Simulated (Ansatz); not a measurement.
Species: H₂₂Ge₅S₂Si₅, SMILES `S[SiH2][GeH2][SiH2][GeH2][SiH2][GeH2][SiH2][GeH2][SiH2][GeH2][SH]` (charge 0, multiplicity 1).

**Question.** Give a relaxed geometry from r2SCAN-D4/def2-SVP in Ansatz (a first-principles code).

**Answer.** One answer among several that fit: the end point of this relaxation, one of several conformers (outside a Z-matrix the atoms follow the SMILES, hydrogens last).
Z-matrix (Å, degrees):
```
Si
H 1 1.4973
H 1 1.4973 2 107.90
Ge 1 2.3828 2 109.38 3 -118.50
H 4 1.5404 1 109.39 2 -61.85
H 4 1.5408 5 107.57 1 118.80
Ge 1 2.3830 2 109.07 3 118.74
H 7 1.5408 1 109.17 2 60.42
H 7 1.5409 8 107.23 1 -118.43
Si 7 2.3831 8 109.75 9 -118.88
H 10 1.4954 7 109.09 8 178.63
H 10 1.4966 11 108.40 7 -118.77
Ge 10 2.3831 11 109.08 12 -118.79
H 13 1.5407 10 110.96 11 -168.98
H 13 1.5416 14 107.51 10 -119.28
Si 13 2.3818 14 111.61 15 -120.06
H 16 1.4922 13 110.32 14 -53.76
H 16 1.4964 17 108.81 13 -123.92
S 16 2.1630 17 104.02 18 -119.49
H 19 1.3530 16 94.89 17 -173.47
Si 4 2.3833 5 109.27 6 120.16
H 21 1.4974 4 109.41 5 177.55
H 21 1.4987 22 107.92 4 -120.84
Ge 21 2.3831 22 109.01 23 -117.45
H 24 1.5401 21 110.29 22 -64.58
H 24 1.5406 25 107.69 2 83.52
Si 24 2.3848 25 110.74 26 119.73
H 27 1.4956 24 109.64 25 54.47
H 27 1.4977 28 108.58 24 121.86
Ge 27 2.3827 28 108.20 29 117.46
H 30 1.5357 27 112.00 28 50.63
H 30 1.5415 31 108.77 23 -66.35
S 30 2.2448 31 103.59 32 -117.42
H 33 1.3517 30 94.37 31 -175.26
```
